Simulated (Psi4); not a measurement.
A dimer, HCl ··· CH3Br (SMILES Cl and CBr); the first 2 atoms form monomer A.

```
7

Cl     0.6410     0.0000     0.0000
H     -0.6410     0.0000     0.0000
C     -1.8975     3.5180     0.0733
Br    -3.2480     2.1014     0.0421
H     -2.0457     4.1328    -0.8074
H     -0.9228     3.0432     0.0612
H     -2.0437     4.0915     0.9817
```

Q: What interaction energy does SAPT0/jun-cc-pVDZ, frozen core in Psi4 give, and which attractive term is the largest?

A: Total -1.94 kcal/mol: electrostatics -1.71, exchange 0.67, induction -0.27, dispersion -0.63. The most attractive term is electrostatics.
